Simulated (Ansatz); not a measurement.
`[Cl][Al]([Cl])[GeH3]` + H₂ → `[Cl][AlH][GeH3]` + HCl  (hydrogenolysis of the Al–Cl bond)

Program: Ansatz. Geometries: PBE0-D4/def2-TZVP. ΔE: electronic, gas phase. CBS: MP2 limit from def2 TZ/QZ plus the TZ coupled-cluster correction, frozen cores. This one scheme is used for every species. Functionals use def2-TZVPP. For Ge outer-core shells are correlated without core-valence functions, which leaves a few kJ/mol of doubt a bond. Scalar relativity is left out up to krypton.

```csv
level,ΔE (kJ/mol),difference from CCSD(T)/CBS
PBE-D4,146.6,-3.6
BLYP-D4,148.6,-1.6
PBE0-D4,146.6,-3.6
ωB97M-V,148.3,-1.9
PBE,142.4,-7.8
LC-ωPBE,141.6,-8.6
CCSD/def2-SVP,139.9,-10.3
HF/def2-TZVPP,137.9,-12.3
SCS-MP2/def2-TZVPP,148.9,-1.3
HF/def2-QZVPP,137.6,-12.6
CCSD(T)/CBS,150.2,0
```

Largest T1 diagnostic among the species: 0.011.

In def2-TZVPP, CCSD(T) changes the Hartree–Fock value by +7.5 kJ/mol (the triples alone add +3.4 kJ/mol) and MP2 by +18.0 kJ/mol. At CCSD(T), def2-SVP lies −8.2 kJ/mol from the extrapolated value and def2-TZVPP −4.8 kJ/mol.
